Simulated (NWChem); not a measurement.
RbI; SMILES [Rb][I]

```xyz
2

Rb     0.0000     0.0000    -1.9036
I      0.0000     0.0000     1.3254
```
Atoms are numbered in this order, from 1.

Structure relaxed at the PBE0/def2-SVP level. def2 effective core potentials on Rb, I; no spin-orbit coupling.

Problem. List the 4 lowest vertical singlet excitations from CAM-B3LYP/def2-SVPD with def2 effective core potentials on Rb, I, TDA (NWChem).

Solution. 
```json
[
 {"state": "S1", "energy (eV)": "3.35", "oscillator strength": "0.016", "leading excitation (squared amplitude)": "HOMO → LUMO (0.92)"},
 {"state": "S2", "energy (eV)": "3.35", "oscillator strength": "0.016", "leading excitation (squared amplitude)": "HOMO−1 → LUMO (0.92)"},
 {"state": "S3", "energy (eV)": "3.76", "oscillator strength": "0.144", "leading excitation (squared amplitude)": "HOMO−2 → LUMO (0.92)"},
 {"state": "S4", "energy (eV)": "4.83", "oscillator strength": "0.000", "leading excitation (squared amplitude)": "HOMO−1 → LUMO+1 (0.32)"}
]
```
